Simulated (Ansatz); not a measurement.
`CNB(C)O` + `O[SiH2]N[SiH2]Cl` → `CN([SiH2]O)[SiH2]Cl` + `CB(N)O`  (substitution at a C–N bond)

Program: Ansatz. Geometries: PBE0-D4/def2-TZVP. ΔE: electronic, gas phase. CCSD(T)/CBS is the MP2 limit (def2-TZVPP, def2-QZVPP) plus CCSD(T) − MP2 in def2-TZVPP, frozen cores. This one scheme is used for every species. DFT in def2-TZVPP. B3LYP here is the variant with VWN-RPA as its local correlation; programs differ in this. One conformer a species, not always the lowest.

`CNB(C)O`:

Z-matrix (Å, degrees):
```
C
N 1 1.440
H 1 1.095 2 112.1
H 1 1.095 2 112.1 3 121.7
H 1 1.092 2 110.7 3 -119.1
B 2 1.411 1 128.9 3 119.4
H 2 1.006 1 114.0 3 -60.7
O 6 1.377 2 122.5 1 -0.1
C 6 1.574 2 120.7 1 179.9
H 8 0.959 6 114.4 2 0.1
H 9 1.094 6 110.5 2 122.7
H 9 1.093 6 113.7 2 1.2
H 9 1.094 6 110.4 2 -120.1
```

`O[SiH2]N[SiH2]Cl`:

Z-matrix (Å, degrees):
```
Si
N 1 1.727
O 1 1.642 2 113.0
H 1 1.479 2 111.4 3 116.1
H 1 1.485 2 104.7 3 -122.2
Si 2 1.710 1 127.5 3 121.2
H 2 1.012 1 116.1 3 -68.5
H 3 0.958 1 117.8 2 -60.1
Cl 6 2.063 2 113.2 1 88.1
H 6 1.480 2 109.7 1 -153.8
H 6 1.478 2 108.7 1 -30.3
```

`CN([SiH2]O)[SiH2]Cl`:

Z-matrix (Å, degrees):
```
C
N 1 1.463
H 1 1.092 2 110.5
H 1 1.094 2 111.2 3 -118.9
H 1 1.095 2 111.8 3 120.3
Si 2 1.734 1 117.6 3 179.4
Si 2 1.707 1 120.4 3 -11.5
O 6 1.640 2 109.2 1 155.2
H 6 1.481 2 112.8 1 -88.4
H 6 1.489 2 106.7 1 32.2
Cl 7 2.079 2 112.2 1 -94.2
H 7 1.480 2 108.7 1 22.8
H 7 1.476 2 111.5 1 148.0
H 8 0.960 6 117.9 2 -59.3
```

`CB(N)O`:

Z-matrix (Å, degrees):
```
C
B 1 1.579
H 1 1.095 2 110.9
H 1 1.092 2 113.4 3 120.9
H 1 1.095 2 110.9 3 -118.2
N 2 1.404 1 122.1 3 -120.8
O 2 1.379 1 121.6 3 59.2
H 6 1.005 2 122.2 1 180.0
H 6 1.002 2 123.1 1 -0.0
H 7 0.957 2 112.7 1 0.0
```

```csv
level,ΔE (kcal/mol),difference from CCSD(T)/CBS
PBE-D4,1.2,-0.2
PBE0-D4,1.2,-0.2
ωB97X-V,1.1,-0.3
B2PLYP,2.2,0.8
PBE,2.5,1.1
r2SCAN,1.6,0.2
B3LYP,3.0,1.6
HF/def2-TZVPP,3.2,1.8
MP2/def2-TZVPP,0.9,-0.5
CCSD/def2-TZVPP,1.7,0.3
CCSD(T)/def2-TZVPP,1.4,0.0
HF/def2-QZVPP,3.2,1.8
MP2/def2-QZVPP,0.9,-0.5
SCS-MP2/def2-QZVPP,1.4,0.0
MP2/CBS(def2),0.9,-0.5
CCSD/CBS(def2),1.7,0.3
CCSD(T)/CBS,1.4,0
```

Largest T1 diagnostic among the species: 0.011.

The D4 term adds −2.1 kcal/mol with B3LYP and −1.1 kcal/mol with PBE0; it sums over pairs of atoms, weighted by their polarisabilities, and B3LYP, whose exchange is more repulsive, gets the larger term. In def2-TZVPP, CCSD(T) changes the Hartree–Fock value by −1.8 kcal/mol (the triples alone add −0.3 kcal/mol) and MP2 by −2.3 kcal/mol.
